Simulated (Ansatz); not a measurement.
Consider the substitution at a C–Si bond: `C[Si](C)(O)[SiH3]` + `O[SiH](F)[TeH]` → `C[Te][SiH](O)F` + `C[SiH](O)[SiH3]`.

Computed with Ansatz on PBE0-D4/def2-TZVP structures; ΔE is electronic, products minus reactants. CCSD(T)/CBS adds triple-zeta CCSD(T) − MP2 to the extrapolated MP2 energy (def2 sets, frozen cores). Functionals use def2-TZVPP. def2 core potentials past Kr. For Te outer-core shells are correlated without core-valence functions, which leaves a few kJ/mol of doubt a bond. One conformer a species, not always the lowest.

```
             level  ΔE (eV)
         r2SCAN-D4     0.54
CCSD(T)/def2-TZVPP     0.49
```

(1) What does CCSD(T)/CBS give? (Best estimate.)

Largest T1 diagnostic among the species: 0.012.

Answers

(1) Ansatz gave: +0.46 eV. The listed levels differ from it by 0.08, 0.03 eV.
